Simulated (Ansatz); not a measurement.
# Energy profile

The step: CH₆Si ([CH3][SiH3]) + CH₄ → C₂H₈Si (C[SiH2]C) + H₂; bonds formed: Si1–C7, H2–H6; bonds broken: Si1–H2, H6–C7 (atoms numbered as in the saddle structure below).

Si1  (-0.387, -0.528, -0.194)
H2  (1.294, -0.744, -0.525)
H3  (-0.647, -1.555, -1.236)
H4  (-1.740, 0.151, -0.054)
C5  (-0.040, -0.998, 1.582)
H6  (0.901, 0.280, -0.818)
C7  (0.166, 1.396, -1.062)
H8  (-0.978, -1.261, 2.079)
H9  (0.672, -1.820, 1.661)
H10  (0.380, -0.135, 2.108)
H11  (-0.126, 2.022, -0.220)
H12  (1.102, 1.787, -1.484)
H13  (-0.598, 1.405, -1.838)
(Å)

Electronic energies by CCSD(T) at an estimated basis limit (MP2 extrapolated from triple and quadruple zeta, plus CCSD(T) − MP2 in triple zeta), on PBE0-D4/def2-TZVP structures; C2H10Si, singlet; no counterpoise correction. Ansatz 0.2.0; basis: def2-TZVPP and def2-QZVPP; cores frozen in the correlated methods. Extrapolation: Hartree–Fock as exp(−7.88 √X), correlation as X^−2.97.

Q: Give the profile in kcal/mol, counted from the separated reactants. (To be estimated.)

A: By the calculation:
```csv
point,kcal/mol
"separated: CH6Si (linked as [CH3][SiH3]; Si1, H2, H3, H4, C5, H8, H9, H10; singlet) + CH4 (H6, C7, H11, H12, H13; singlet)",0.00
start structure,-1.07
saddle,78.42
end structure,5.61
"separated: C2H8Si (linked as [CH3][SiH2][CH3]; Si1, H3, H4, C5, C7, H8, H9, H10, H11, H12, H13; singlet) + H2 (H2, H6; singlet)",6.17
```

T1 diagnostic: at most 0.011.

For scale, one of the runs: CCSD(T)/def2-TZVPP, 244 basis functions, launched by `ansatz run in.yaml --threads 4 --pin off --events-out ev --progress --plain --max-ram 9574MiB`. Hardware: 4 CPU threads of an AMD EPYC, shared host. Wall time 2.2 min; peak host memory 4.8 GiB.
